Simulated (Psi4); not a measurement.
Na2, charge +1, doublet, at a GFN2-xTB geometry (such geometries of metal compounds can be far from the true shape) (a state made from the parent by changing its charge; the spin is typed, not shown lowest); B3LYP/aug-cc-pVDZ (Psi4 1.11).

Input for Psi4:
```
memory 2 GB

molecule {
1 2
  Na   -0.00000000   -0.00000000   -1.65064203
  Na    0.00000000    0.00000000    1.65064203
}

set basis aug-cc-pvdz
set reference uks

energy('b3lyp')
print_variables()
```

It wrote (shortened):

```
   => Loading Basis Set <=

    Name: AUG-CC-PVDZ
    Role: ORBITAL
    Keyword: BASIS

         ---------------------------------------------------------
                                   SCF
               by Justin Turney, Rob Parrish, Andy Simmonett
                          and Daniel G. A. Smith
                              UKS Reference
         ---------------------------------------------------------

  ==> Geometry <==

    Molecular point group: d2h
    Full point group: D_inf_h

    Geometry (in Angstrom), charge = 1, multiplicity = 2:

       Center              X                  Y                   Z               Mass
    ------------   -----------------  -----------------  -----------------  -----------------
         NA           0.000000000000     0.000000000000    -1.650642030000    22.989769282000
         NA           0.000000000000     0.000000000000     1.650642030000    22.989769282000

  Running in d2h symmetry.

  Rotational constants: A = ************  B =      0.13456  C =      0.13456 [cm^-1]
  Rotational constants: A = ************  B =   4034.10123  C =   4034.10123 [MHz]
  Nuclear repulsion =   19.395617380186909

  Charge       = 1
  Multiplicity = 2
  Electrons    = 21
  Nalpha       = 11
  Nbeta        = 10

  ==> Algorithm <==

  SCF Algorithm Type is DF.
  DIIS enabled.
  MOM disabled.
  Fractional occupation disabled.
  Guess Type is SAD.
  Energy threshold   = 1.00e-06
  Density threshold  = 1.00e-06
  Integral threshold = 1.00e-12

  ==> Primary Basis <==

  Basis Set: AUG-CC-PVDZ
    Blend: AUG-CC-PVDZ
    Number of shells: 22
    Number of basis functions: 54
    Number of Cartesian functions: 58
    Spherical Harmonics?: true
    Max angular momentum: 2

  ==> DFT Potential <==

   => LibXC <=

    Version 7.1.2
    S. Lehtola, C. Steigemann, M. J. T. Oliveira, and M. A. L. Marques,  SoftwareX 7, 1–5 (2018) (10.1016/j.softx.2017.11.002)

   => Composite Functional: B3LYP <=

    B3LYP Hyb-GGA Exchange-Correlation Functional

    P. J. Stephens, F. J. Devlin, C. F. Chabalowski, and M. J. Frisch,  J. Phys. Chem. 98, 11623 (1994) (10.1021/j100096a001)

    Deriv               =              1
    GGA                 =           TRUE
    Meta                =          FALSE

    Exchange Hybrid     =           TRUE
    MP2 Hybrid          =          FALSE

   => Exchange Functionals <=

    0.0800   Slater exchange
    0.7200         Becke 88

   => Exact (HF) Exchange <=

    0.2000               HF

   => Correlation Functionals <=

    0.1900   Vosko, Wilk & Nusair (VWN5_RPA)
    0.8100   Lee, Yang & Parr

   => LibXC Density Thresholds  <==

    XC_HYB_GGA_XC_B3LYP:  1.00E-15

   => Molecular Quadrature <=

    Radial Scheme          =       TREUTLER
    Pruning Scheme         =           NONE
    Nuclear Scheme         =       TREUTLER

    Blocking Scheme        =         OCTREE
    BS radius alpha        =              1
    Pruning alpha          =              1
    Radial Points          =             75
    Spherical Points       =            302
    Total Points           =          45234
    Total Blocks           =            512
    Max Points             =            254
    Max Functions          =             54
    Weights Tolerance      =       1.00E-15

   => Loading Basis Set <=

    Name: (AUG-CC-PVDZ AUX)
    Role: JKFIT
    Keyword: DF_BASIS_SCF

  ==> Integral Setup <==

  SCF_SUBTYPE=INCORE selected. In-core MEM_DF algorithm will be used.
  Using in-core AOs.

  ==> MemDFJK: Density-Fitted J/K Matrices <==

    J tasked:                   Yes
    K tasked:                   Yes
    wK tasked:                   No
    Algorithm:                 Core
    Schwarz Cutoff:           1E-12
    Mask sparsity (%):       0.0000
    Fitting Condition:        1E-10

   => Auxiliary Basis Set <=

  Basis Set: (AUG-CC-PVDZ AUX)
    Blend: DEF2-UNIVERSAL-JKFIT
    Number of shells: 68
    Number of basis functions: 224
    Number of Cartesian functions: 274
    Spherical Harmonics?: true
    Max angular momentum: 4

  Minimum eigenvalue in the overlap matrix is 2.3708911644E-03.
  Reciprocal condition number of the overlap matrix is 4.7914428507E-04.
    Using symmetric orthogonalization.

  ==> Pre-Iterations <==

  SCF Guess: Superposition of Atomic Densities via on-the-fly atomic UHF (no occupation information).

   -------------------------
    Irrep   Nso     Nmo
   -------------------------
     Ag        13      13
     B1g        2       2
     B2g        6       6
     B3g        6       6
     Au         2       2
     B1u       13      13
     B2u        6       6
     B3u        6       6
   -------------------------
    Total      54      54
   -------------------------

  ==> Iterations <==

                           Total Energy        Delta E     RMS |[F,P]|

   @DF-UKS iter SAD:  -324.42296188081588   -3.24423e+02   0.00000e+00
   @DF-UKS iter   1:  -324.41930926988783    3.65261e-03   5.70173e-04 ADIIS/DIIS
   @DF-UKS iter   2:  -324.41960955895081   -3.00289e-04   6.48440e-05 DIIS
   @DF-UKS iter   3:  -324.41961559290843   -6.03396e-06   4.34592e-06 DIIS
   @DF-UKS iter   4:  -324.41961562336877   -3.04603e-08   3.57627e-07 DIIS
  Energy and wave function converged.

  ==> Post-Iterations <==

   Electrons on quadrature grid:
      Nalpha   =   10.9999992221 ; deviation = -7.779e-07
      Nbeta    =    9.9999991420 ; deviation = -8.580e-07
      Ntotal   =   20.9999983641 ; deviation = -1.636e-06

   @Spin Contamination Metric:   4.760473015E-06
   @S^2 Expected:                7.500000000E-01
   @S^2 Observed:                7.500047605E-01
   @S   Expected:                5.000000000E-01
   @S   Observed:                5.000000000E-01

    Orbital Energies [Eh]
    ---------------------

    Alpha Occupied:

       1Ag   -38.677267     1B1u  -38.677266     2Ag    -2.418230
       2B1u   -2.418212     3Ag    -1.349751     1B2u   -1.349239
       1B3u   -1.349239     1B3g   -1.349119     1B2g   -1.349119
       3B1u   -1.348702     4Ag    -0.314550

    Alpha Virtual:

       4B1u   -0.200966     2B2u   -0.166938     2B3u   -0.166938
       5Ag    -0.144792     2B3g   -0.107141     2B2g   -0.107141
       6Ag    -0.085724     5B1u   -0.073200     3B2u   -0.065195
       3B3u   -0.065195     7Ag    -0.059400     1B1g   -0.059400
       8Ag    -0.056135     6B1u   -0.047924     3B2g   -0.044540
       3B3g   -0.044540     7B1u   -0.033901     4B3u   -0.033331
       4B2u   -0.033331     9Ag    -0.028547     5B2u   -0.012560
       5B3u   -0.012560    10Ag    -0.008597     8B1u   -0.007281
       1Au    -0.007281     4B3g    0.000828     4B2g    0.000828
       9B1u    0.012429    10B1u    0.048189     5B2g    0.054440
       5B3g    0.054440    11Ag     0.090682     6B2u    0.120013
       6B3u    0.120013    12Ag     0.135262     2B1g    0.135263
      11B1u    0.142607    12B1u    0.172589     2Au     0.172589
      13Ag     0.186694     6B2g    0.232495     6B3g    0.232495
      13B1u    0.306811

    Beta Occupied:

       1Ag   -38.676270     1B1u  -38.676269     2Ag    -2.416298
       2B1u   -2.416289     1B2u   -1.348057     1B3u   -1.348057
       1B3g   -1.347976     1B2g   -1.347976     3Ag    -1.347934
       3B1u   -1.347028

    Beta Virtual:

       4Ag    -0.244725     4B1u   -0.194093     2B2u   -0.143808
       2B3u   -0.143808     5Ag    -0.126969     2B3g   -0.100920
       2B2g   -0.100920     6Ag    -0.077806     5B1u   -0.069381
       3B2u   -0.058352     3B3u   -0.058352     7Ag    -0.051747
       8Ag    -0.043963     1B1g   -0.043940     3B2g   -0.043250
       3B3g   -0.043250     6B1u   -0.042910     7B1u   -0.032738
       4B2u   -0.020024     4B3u   -0.020024     9Ag    -0.018547
       5B2u   -0.006931     5B3u   -0.006931    10Ag    -0.004947
       8B1u    0.001672     1Au     0.001681     4B3g    0.003692
       4B2g    0.003692     9B1u    0.015829    10B1u    0.054363
       5B2g    0.063468     5B3g    0.063468    11Ag     0.099402
       6B2u    0.139338     6B3u    0.139338    12Ag     0.145518
       2B1g    0.145541    11B1u    0.150846     2Au     0.179332
      12B1u    0.179342    13Ag     0.204994     6B2g    0.239964
       6B3g    0.239964    13B1u    0.312253

    Final Occupation by Irrep:
             Ag   B1g   B2g   B3g    Au   B1u   B2u   B3u
    DOCC [     3,    0,    1,    1,    0,    3,    1,    1 ]
    SOCC [     1,    0,    0,    0,    0,    0,    0,    0 ]
    NA   [     4,    0,    1,    1,    0,    3,    1,    1 ]
    NB   [     3,    0,    1,    1,    0,    3,    1,    1 ]

  @DF-UKS Final Energy:  -324.41961562336877

   => Energetics <=

    Nuclear Repulsion Energy =             19.3956173801869092
    One-Electron Energy =                -490.1913037337342303
    Two-Electron Energy =                 169.5524335792196666
    DFT Exchange-Correlation Energy =     -23.1763628490411584
    Empirical Dispersion Energy =           0.0000000000000000
    VV10 Nonlocal Energy =                  0.0000000000000000
    Total Energy =                       -324.4196156233687702

  UHF NO Occupations:
  HONO-2 :    1B3u 1.9999996
  HONO-1 :    3 Ag 1.9999987
  HONO-0 :    4 Ag 1.0000000
  LUNO+0 :    5 Ag 0.0000013
  LUNO+1 :    2B3u 0.0000004
  LUNO+2 :    2B2u 0.0000004
  LUNO+3 :    4B1u 0.0000002

Computation Completed

Properties will be evaluated at   0.000000,   0.000000,   0.000000 [a0]

Properties computed using the SCF density matrix

 Multipole Moments:

 ------------------------------------------------------------------------------------
     Multipole            Electronic (a.u.)      Nuclear  (a.u.)        Total (a.u.)
 ------------------------------------------------------------------------------------

 L = 1.  Multiply by 2.5417464519 to convert [e a0] to [Debye]
 Dipole X            :          0.0000000            0.0000000            0.0000000
 Dipole Y            :          0.0000000            0.0000000            0.0000000
 Dipole Z            :          0.0000000            0.0000000            0.0000000
 Magnitude           :                                                    0.0000000

 ------------------------------------------------------------------------------------

  Variable Map:
  ----------------------------------------------------------------------------
  "CURRENT ENERGY"              =>    -324.419615623369
  "CURRENT REFERENCE ENERGY"    =>    -324.419615623369
  "DD SOLVATION ENERGY"         =>       0.000000000000
  "DFT FUNCTIONAL TOTAL ENERGY" =>    -324.419615623369
  "DFT TOTAL ENERGY"            =>    -324.419615623369
  "DFT VV10 ENERGY"             =>       0.000000000000
  "DFT XC ENERGY"               =>     -23.176362849041
  "GRID ELECTRONS ALPHA"        =>      10.999999222131
  "GRID ELECTRONS BETA"         =>       9.999999141965
  "GRID ELECTRONS TOTAL"        =>      20.999998364096
  "NUCLEAR REPULSION ENERGY"    =>      19.395617380187
  "ONE-ELECTRON ENERGY"         =>    -490.191303733734
  "PCM POLARIZATION ENERGY"     =>       0.000000000000
  "PE ENERGY"                   =>       0.000000000000
  "SCF ITERATION ENERGY"        =>    -324.419615623369
  "SCF ITERATIONS"              =>       4.000000000000
  "SCF TOTAL ENERGY"            =>    -324.419615623369
  "TWO-ELECTRON ENERGY"         =>     169.552433579220
  "XC GRID RADIAL POINTS"       =>      75.000000000000
  "XC GRID SPHERICAL POINTS"    =>     302.000000000000
  "XC GRID TOTAL POINTS"        =>   45234.000000000000

  Array Variable Map:
  ----------------------------------------------------------------------------
  "CURRENT DIPOLE"              =>       0.000000000000 ... 0.000000000000 1 by 3
  "SCF DIPOLE"                  =>       0.000000000000 ... 0.000000000000 1 by 3
  "SCF TOTAL ENERGIES"          =>    -324.422961880816 ... -324.419615623369 1 by 5
```
